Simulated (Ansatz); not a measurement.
One change: `[CH3][SnH]([NH2])[OH]` becomes `C[O][SnH]([CH3])[OH]`.

Ansatz, PBE0-D4/def2-TZVP geometries, multiplicity 1. Each molecule was computed in one conformer, which needn't be the lowest.

Elements past krypton have def2 core potentials.

| property | `[CH3][SnH]([NH2])[OH]` |
| --- | --- |
| HOMO–LUMO gap (ωB97M-V/def2-TZVPP) / eV | 11.26 |
| size of the dipole moment (PBE/def2-TZVPP) / D | 2.39 |
| size of the dipole moment (ωB97M-V/def2-TZVPP) / D | 2.53 |
| LUMO energy (PBE/def2-TZVPP) / eV | -0.78 |
| LUMO energy (B3LYP/def2-TZVPP) / eV | -0.22 |
| HOMO–LUMO gap (PBE0/def2-TZVPP) / eV | 7.39 |

Q: Give the same properties after the change, and the shifts. (An estimate is asked.)

A: The calculation gave: 
| property | `C[O][SnH]([CH3])[OH]` | shift |
| --- | --- | --- |
| HOMO–LUMO gap (ωB97M-V/def2-TZVPP) / eV | 11.42 | 0.16 |
| size of the dipole moment (PBE/def2-TZVPP) / D | 1.72 | -0.67 |
| size of the dipole moment (ωB97M-V/def2-TZVPP) / D | 1.93 | -0.60 |
| LUMO energy (PBE/def2-TZVPP) / eV | -1.03 | -0.25 |
| LUMO energy (B3LYP/def2-TZVPP) / eV | -0.42 | -0.20 |
| HOMO–LUMO gap (PBE0/def2-TZVPP) / eV | 7.44 | 0.05 |

With PBE0 the HOMO falls by 0.25 eV and the LUMO falls by 0.19 eV, so the gap widens by about 0.06 eV. PBE moves the HOMO by -0.11 eV and ωB97M-V by -0.28 eV. Dipoles are sizes alone; their direction can turn.

B3LYP here is the variant with VWN-RPA as its local correlation; programs differ in this.
